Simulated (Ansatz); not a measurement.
Coupled-cluster diagnostics for Rb₃H₄⁻ (the lowest singlet isomer of a short search), Ansatz.

Geometry of the singlet (PBE0-D4/def2-TZVPD):

```
atom   x (Å)   y (Å)   z (Å)
 Rb1  -0.933  -2.075  -0.236
 Rb2   2.262   0.255  -0.235
 Rb3  -1.349   1.849   0.031
  H4  -0.081   0.114  -1.778
  H5   1.196   2.569   0.854
  H6  -2.815  -0.355   0.849
  H7   1.719  -2.356   0.514
```

In the def2 sets Rb takes a core potential; there is no spin–orbit coupling. Correlated methods freeze no core orbitals; core or outer-core shells of Rb are correlated, in sets that lack core-valence functions. The structure comes from a short search, and lower isomers may exist.

Problem. Estimate the CCSD(T) correlation energy, the shares of MP2 and (T), T1 and the reference's ⟨S²⟩ for: charge -1, singlet, own geometry in def2-TZVPPD; and the rough time on 4 threads of AMD EPYC 9R45 on a shared host.

Solution. 
```
                           state        basis  correlation (eV)  MP2 share (%)  (T) share (%)     T1  ⟨S²⟩ (pure)  wall time
charge -1, singlet, own geometry  def2-TZVPPD           -12.734           84.9            1.7  0.011  0.00 (0.00)       17 s
```
Customary marks for T1 are 0.02 (closed shells), 0.045 (open shells) and about 0.05 (3d metals). T1 stays under 0.02 throughout.
